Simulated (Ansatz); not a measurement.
Frontier orbitals of CH₇OSbSi (`[SiH3]C[O][SbH2]`).

Cartesian coordinates in Å:
```
Si -0.807 -0.923 1.108
C -0.969 0.286 -0.339
O 0.186 1.103 -0.455
Sb 1.734 0.393 -1.460
H -0.632 -0.186 2.385
H -2.002 -1.807 1.202
H 0.399 -1.769 0.878
H -1.189 -0.266 -1.266
H -1.825 0.952 -0.177
H 2.327 1.967 -1.773
H 2.778 0.250 -0.104
```

Charge 0, multiplicity 1. Correlated methods include outer-core shells of Sb, which these sets cover unevenly. Sb takes the def2 core potential. The geometry is a stationary point of PBE0-D4/def2-TZVP. It is one conformer, not always the lowest. Basis def2-TZVPP, Ansatz.

```json
{"functional": "LDA (SPW92)", "HOMO (eV)": "-5.92", "LUMO (eV)": "-2.27", "gap (eV)": "3.65"}
{"functional": "PBE", "HOMO (eV)": "-5.80", "LUMO (eV)": "-2.03", "gap (eV)": "3.77"}
{"functional": "PBE0", "HOMO (eV)": "-7.17", "LUMO (eV)": "-1.22", "gap (eV)": "5.95"}
{"functional": "B3LYP", "HOMO (eV)": "-6.95", "LUMO (eV)": "-1.43", "gap (eV)": "5.52"}
{"functional": "CAM-B3LYP", "HOMO (eV)": "-8.50", "LUMO (eV)": "-0.24", "gap (eV)": "8.26"}
{"functional": "ωB97X-V", "HOMO (eV)": "-9.48", "LUMO (eV)": "0.76", "gap (eV)": "10.24"}
{"functional": "ωB97M-V", "HOMO (eV)": "-9.39", "LUMO (eV)": "0.53", "gap (eV)": "9.92"}
```

Against PBE, PBE0 changes HOMO and LUMO by −1.37 and +0.81 eV, ωB97M-V by −3.60 and +2.56 eV. A gap of 3.77 eV thus becomes 9.93 eV for the same molecule, so an orbital gap means little without its functional. A positive LUMO is unbound and depends on the basis.

B3LYP here is the variant with VWN-RPA as its local correlation; programs differ in this.
